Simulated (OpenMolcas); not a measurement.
# Nb3+: moving or changing the point charges

Nb3+ among 6 point charges of -1 e arranged as an octahedron (Oh), 2.16 Å from the ion.
```
   2.1600    0.0000    0.0000  -1.00
   0.0000    2.1600    0.0000  -1.00
  -2.1600    0.0000    0.0000  -1.00
   0.0000   -2.1600    0.0000  -1.00
   0.0000    0.0000    2.1600  -1.00
   0.0000    0.0000   -2.1600  -1.00
```

```json
{"Program": "OpenMolcas", "Method": "SS-CASPT2, IPEA 0.25 Eh, imaginary shift 0.1 Eh (closed shells correlated: 4s 4p)", "Basis": "ANO-RCC-VTZP [7s6p4d2f1g]", "Scalar Hamiltonian": "DKH2, point nucleus", "Active space": "2 electrons in 5 orbitals (4d)", "State averaging": "2S+1 = 3 even, 10 roots; 2S+1 = 1 even, 15 roots", "Spin-orbit coupling": "RASSI with atomic mean-field integrals over the reference wave functions"}
```

Runs around this geometry, states (labels of O, the rotations of Oh). Energies in cm-1 above the lowest state or level, χT in cm3 K/mol; under a threefold ground state the first gap can be a small split of the lowest multiplet, not the spin-orbit step; 10Dq and B are least-squares fits to the states below 45000 cm-1, weighted by degeneracy, with a free offset, and given where the rms deviation is under 5 % of |10Dq| (or 100 cm-1) and under 700 cm-1.

| R (Å) | q (e) | Ground state | First state of that spin | 10Dq | B (rms of fit) | First gap with spin-orbit (degeneracies) | χT at 300 K | First state of another spin |
| --- | --- | --- | --- | --- | --- | --- | --- | --- |
| 2.16 | -0.5 | 3T1 | 3T2 2690 |  |  | 200 (2, 3) | 0.291 | 1T2 7610 |
| 2.02 | -1 | 3T1 | 3T2 7750 | 9108 | 606 (230) | 88 (2, 3) | 0.352 | 1T2 8370 |
| 2.16 | -1 | 3T1 | 3T2 5280 | 6749 | 629 (267) | 120 (2, 3) | 0.325 | 1T2 8310 |
| 2.26 | -1 | 3T1 | 3T2 4100 |  |  | 150 (2, 3) | 0.310 | 1T2 8090 |

Taking the first state of the same spin as R^-n, n = -ln(4100 / 7750) / ln(2.26 / 2.02) = 5.7 between the shortest and longest distance.

Scaling the charges by -0.5 / -1 = 0.50 scales the first state of the same spin by 2690 / 5280 = 0.51; with fixed orbitals a first-order splitting would follow the charge.

Roots that are degenerate in the reference are averaged as groups; the widest CASPT2 spread within a group is 350 cm-1 (the 3-fold group of multiplicity 1 near 15400 cm-1 above the lowest state of its run, R = 2.16, q = -0.5). Shifts and gaps below about the spread of the groups concerned are not significant. An orbital triplet at a regular site is open to Jahn-Teller coupling, which can distort the site and quench the lowest spin-orbit gaps and is left out. Free-ion shares, where given, are those of the reference states; single-state CASPT2 does not remix them. This field is weak: 10Dq is about 3715 cm-1, while octahedral complexes of 4d ions of charge 3 and more, computed by the same method with explicit ligands, had a median near 25000 cm-1. Ground spin and moment need not be those of a real site (figures for R = 2.16, q = -0.5; the like holds for R = 2.02, q = -1, R = 2.16, q = -1, R = 2.26, q = -1). This is an electrostatic model: the charges have no orbitals. No measured value stands beside these numbers.
